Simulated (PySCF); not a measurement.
# Electron correlation in Ge (germanium, neutral)

[Ar] 3d10 4s2 4p2, high-spin 3P determinant. All numbers are calculated (PySCF 2.14, scalar relativity through the core potential, in aug-cc-pwCVTZ-PP with ECP10MDF (8s7p6d4f1g, 96 functions)). Frozen: 3s2 3p6 3d10; 4 electrons correlated.

```
  level  correlation energy (mhartree)
   CCSD                         -66.06
    (T)                          -1.96
CCSD(T)                         -68.02
```

Diagnostics: T1 = 0.0094, D1 = 0.0246, largest double amplitude 0.065.

Cost of the coupled-cluster step: about 19 core-seconds, for 4 correlated electrons.
